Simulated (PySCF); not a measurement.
The scaffold BH2-X carries different groups X. All species are isolated molecules in the gas phase. One relaxed conformer stands for each flexible species; it need not be the lowest. Strings in code marks are SMILES.

Computed with PySCF with B3LYP-D3(BJ)/def2-TZVP // M06-2X/def2-TZVP. B3LYP has the VWN-RPA correlation part, as in Gaussian. Excitations are Tamm–Dancoff values on a coarser integration grid. The basis has no diffuse functions, so Rydberg states are missing or too high.

A: X = acetoxy (`C(OB)(C)=O` (B–O–C–O torsion 24°))
B: X = mercapto (`BS`)
C: X = germyl (`[BH2][GeH3]`)
D: X = isocyano

Task: A design calls for the highest S1 excitation (TDA) in this set. Which member fits?

Result: B (6.16 eV); next is A (5.19 eV).
